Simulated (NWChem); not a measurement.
**Atomisation of MgO**

SMILES: [Mg]=[O]
```xyz
2

Mg     0.0000     0.0000     0.6990
O      0.0000     0.0000    -1.0486
```
Charge 0, spin multiplicity 1.

The numbers come from NWChem runs, not from measurements. Structure: optimised with PBE0/def2-SVP, a minimum by its harmonic frequencies.

Basis set: def2-TZVP. The atomisation energy is electronic alone: no zero-point, thermal, spin-orbit or counterpoise terms. No value is extrapolated to the basis-set limit. Free atoms are single determinants with multiplicities Mg 1, O 3. Correlated methods freeze the same cores in atoms and molecule, 6 orbitals in all.

| method | atomisation energy (kcal/mol) | remark |
|---|---|---|
| HF | -29.9 | - |
| PBE0 | 46.8 | - |
| B3LYP | 51.6 | - |
| MP2 | 71.0 | - |
| r2SCAN | 58.3 | - |
| TPSS | 59.1 | - |
| LDA (SVWN5) | 84.3 | - |
| PBE | 66.5 | - |
| BP86 | 66.4 | - |
| CCSD(T) | 53.2 | large amplitudes |

The values span 114.2 kcal/mol, from HF (lowest) to LDA (SVWN5) (highest). 

B3LYP has NWChem's definition, with VWN1-RPA local correlation. The structure started from a generated list of species. The stability of the SCF solutions was not checked. Open-shell Hartree-Fock references start from PBE0 orbitals. No row is a measurement; the coupled-cluster row has its own basis-set and correlation limits.
